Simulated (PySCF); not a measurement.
A structure optimised at PBE0-D3(BJ)/def2-SVP, used in a PySCF frequency run:

```
Si
O 1 1.6379
H 2 0.9637 1 117.49
Cl 1 2.0489 2 111.00 3 64.56
Br 1 2.1885 2 106.65 3 -175.77
Br 1 2.2068 2 110.99 3 -55.38
```
Charge 0, spin multiplicity 1.

Q: Write its SMILES and formula.

A: O[Si](Cl)(Br)Br, Br₂ClHOSi

Q: What are its rotational constants (standard atomic weights)?

A: 1.4165, 0.82339, 0.64292 GHz
